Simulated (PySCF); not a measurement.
Cd(SH)(SMe) (CH4CdS2), SMILES C[S][Cd][SH]. The structure is a stationary point at PBE-D3(BJ)/def2-SVP. The structure was generated by enumeration; whether it is a known compound was not checked. The def2 effective core potentials stand for the cores of Cd; spin–orbit coupling is left out. Other conformers were not sampled.

Computed equilibrium geometry at PBE-D3(BJ)/def2-SVP (PySCF confirms it by a frequency run) as a Z-matrix (one conformer of several):
```
Cd
S 1 2.3595
C 2 1.8439 1 102.37
H 3 1.1066 2 112.35 1 -62.20
H 3 1.1067 4 109.72 2 -125.75
H 3 1.1075 4 108.18 5 -117.81
S 1 2.3632 3 147.42 4 -54.13
H 7 1.3644 1 92.47 3 -90.94
```
